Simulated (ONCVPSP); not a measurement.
# phosphorus (P): excitation energies, all-electron against ONCV

* Element: phosphorus
* Generator: ONCVPSP 4.0.1
* Type: optimised norm-conserving Vanderbilt (ONCV)
* Functional: LDA (Perdew-Zunger)
* Relativity: non-relativistic
* Frozen core: [He]
* Valence charge: 13
* Reference configuration: 2s2 2p6 3s1 3p4
* Partial waves: 2s+3s: rc 0.75 bohr, ncon 3, nbas 6, qcut 19.3 1/bohr, 2 projectors; 2p+3p: rc 0.95 bohr, ncon 4, nbas 8, qcut 12.5 1/bohr, 2 projectors; d scattering state at 0.03 Ha: rc 1.05 bohr, ncon 3, nbas 6, qcut 10.5 1/bohr, 2 projectors, debl 1.2 Ha
* Local potential: polynomial inside 0.60 bohr (lpopt 1, dvloc0 2 Ha)
* Core correction: Teter function, fcfact 4.75, rcfact 1.4

Energies are relative to the spin-unpolarised reference configuration 2s2 2p6 3s1 3p4; without spin polarisation the order of configurations can differ from experiment.

```json
{"valence configuration": "2s2 2p6 3s2 3p3", "charge": "0", "ΔE all-electron (eV)": "-8.407", "error AE − PS (meV)": "-0.1"}
{"valence configuration": "2s2 2p6 3s2 3p2", "charge": "+1", "ΔE all-electron (eV)": "1.426", "error AE − PS (meV)": "+1.4"}
{"valence configuration": "2s2 2p6 3s2 3p1", "charge": "+2", "ΔE all-electron (eV)": "20.687", "error AE − PS (meV)": "+6.6"}
{"valence configuration": "2s2 2p6 3s0 3p5", "charge": "0", "ΔE all-electron (eV)": "8.547", "error AE − PS (meV)": "0.0"}
```

Levels in the configuration 2s2 2p6 3s2 3p3:

```
level  all-electron (eV)  pseudo (eV)
   2s           -172.221     -172.171
   2p           -124.528     -124.472
   3s            -13.945      -13.945
   3p             -5.613       -5.613
```
